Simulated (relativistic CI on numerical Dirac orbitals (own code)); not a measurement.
# Cs IV: calculation against measurement

Method of calculation: Dirac-Coulomb-Breit CI, orbitals from a KLI potential per configuration, model QED, valence Slater integrals scaled by 0.85, P86 correlation energy added to each configuration (own radial code, finite nucleus).

CI space (outside the closed core [Kr] 4d10): 5s2.5p4, 5s.5p5, 5s2.5p3.5d, 5p6, 5s2.5p3.5f, 5s.5p4.5d, 5s2.5p3.6s, 5s2.5p3.5g, 5s2.5p3.4f, 5s2.5p3.6p, 5s.5p4.5f, 5s2.5p3.6d, 5s2.5p3.7s, 5s2.5p2.4f.5d, 5s.5p4.5g, 5s2.5p3.7p, 5s2.5p3.7d, 5s2.5p3.8s, 5s2.5p3.6f, 5s2.5p3.8p, 5s.5p4.6s, 5s.5p4.6p, 5s.5p4.4f, 5p5.5d, 5s2.5p2.5d.5f, 5s.5p3.5d2, 5s.5p3.6s2, 5s2.5p2.5d2, 5s2.5p.5d3, 5s2.5p.5d2.5f, 5s.5p2.5d3, 5s2.5p.5d2.6s, 5s2.5p.5d2.5g, 5s2.5p2.4f2, 5s2.5p.4f2.5d, 5s2.5p.4f2.5f, 5s.5p2.4f2.5d, 5s2.5p.4f2.6s, 5s2.5p.4f2.5g. Double excitations out of closed p, d and f shells are left out; levels of such configurations are missing from the list, as are those of other unlisted configurations, and high levels can miss mixing partners. These lack a partner that the ground configuration has and come out too high: 5s2.5p3.4f, 5s2.5p3.6p, 5s.5p4.5f, 5s2.5p3.6d, 5s2.5p3.7s.

| Configuration | Term (tabulated) | J | Measured (cm⁻¹) | Computed | Error | Purity (%) |
| --- | --- | --- | --- | --- | --- | --- |
| 5s2.5p4 | 3P | 2 | 0.0 | 0 | 0 | 84 |
| 5s2.5p4 | 3P | 0 | 9749.4 | 9323 | -426 | 72 |
| 5s2.5p4 | 3P | 1 | 12902.0 | 12664 | -238 | 97 |
| 5s2.5p4 | 1D | 2 | 20754.0 | 20538 | -216 | 83 |
| 5s2.5p4 | 1S | 0 | 43279.4 | 41700 | -1580 | 71 |
| 5s.5p5 | 3P° | 2 | 114307.7 | 116018 | 1710 | 74 |
| 5s.5p5 | 3P° | 1 | 121242.5 | 122873 | 1631 | 64 |
| 5s.5p5 | 3P° | 0 | 128086.3 | 129245 | 1159 | 66 |
| 5s2.5p3.5d | 5D° | 3 | 135979.9 | 137101 | 1121 | 75 |
| 5s2.5p3.5d | 5D° | 2 | 136143.1 | 137324 | 1181 | 72 |
| 5s2.5p3.5d | 5D° | 0 | 136625.7 | 137850 | 1224 | 78 |
| 5s2.5p3.5d | 5D° | 1 | 136868.6 | 138095 | 1227 | 85 |
| 5s2.5p3.5d | 3F° | 2 | 150982.7 | 152063 | 1080 | 58 |
| 5s2.5p3.5d | 3F° | 3 | 152776.7 | 153887 | 1110 | 69 |
| 5s2.5p3.5d | 1S° | 0 | 152832.1 | 152582 | -251 | 81 |
| 5s2.5p3.5d | 3G° | 3 | 155045.5 | 156613 | 1568 | 63 |
| 5s2.5p3.6s | 5S° | 2 | 164609.5 | 172662 | 8053 | 71 |
| 5s2.5p3.5d | 3F° | 2 | 174718.7 | 175513 | 795 | 72 |
| 5s2.5p3.6s | 3D° | 3 | 185718.8 | 196531 | 10813 | 91 |
| 5s2.5p3.6s | 3P° | 0 | 198135.3 | 205608 | 7472 | 93 |
| 5s2.5p3.6s | 3P° | 1 | 198514.1 | 206290 | 7776 | 66 |
| 5s2.5p3.6s | 3P° | 2 | 207937.6 | 216517 | 8579 | 65 |
| 5s2.5p3.6d | 5D° | 2 | 246061.0 | 254396 | 8335 | 78 |
| 5s2.5p3.6d | 5D° | 3 | 246089.4 | 254422 | 8333 | 77 |
| 5s2.5p3.6d | 5D° | 1 | 246233.0 | 254506 | 8273 | 83 |
| 5s2.5p3.6d | 3D° | 2 | 248688.0 | 257960 | 9272 | 68 |
| 5s2.5p3.6d | 3D° † | 3 | 250415.4 | 260135 | 9719 | 72 |
| 5s2.5p3.6d | 3D° † | 1 | 250634.2 | 260111 | 9477 | 84 |
| 5s2.5p3.7s | 5S° | 2 | 251551.7 | 260491 | 8939 | 82 |
| 5s2.5p3.7s | 3S° | 1 | 253194.4 | 262540 | 9346 | 79 |
| 5s2.5p3.6d | 3F° | 2 | 261177.8 | 271212 | 10034 | 64 |
| 5s2.5p3.6d | 3D° | 1 | 261868.3 | 271882 | 10014 | 62 |
| 5s2.5p3.6d | 3G° | 3 | 262150.2 | 272284 | 10134 | 57 |
| 5s2.5p3.6d | 1S° | 0 | 262537.0 | 272365 | 9828 | 57 |
| 5s2.5p3.6d | 3D° | 3 | 267199.4 | 277671 | 10472 | 68 |
| 5s2.5p3.7s | 3D° | 1 | 267211.0 | 277689 | 10478 | 72 |
| 5s2.5p3.6d | 3P° | 0 | 268328.0 | 278748 | 10420 | 66 |

Measured levels from measured levels as listed in Gamrath, thesis, University of Mons (2023); pairs were made by configuration, J and term (by order where the table uses no LS term), so strongly mixed levels may be paired wrongly.

Mean error by configuration (cm⁻¹): 5s2.5p4 -615; 5s.5p5 1500; 5s2.5p3.5d 1006; 5s2.5p3.6s 8539; 5s2.5p3.6d 9511; 5s2.5p3.7s 9588. Over the excited levels the mean absolute error is 5385 cm⁻¹ (36 of the 69 excited levels that our extract of the source holds in range could be paired, and the others can miss by more), and the median relative error of those above 1,000 cm⁻¹ is 3.5 %. † marks terms whose computed intervals miss the measured ones by more than a factor of 2.5, or configurations far off the rest, from wrong mixing, a near crossing or a doubtful label or measurement; they are left out of the means.
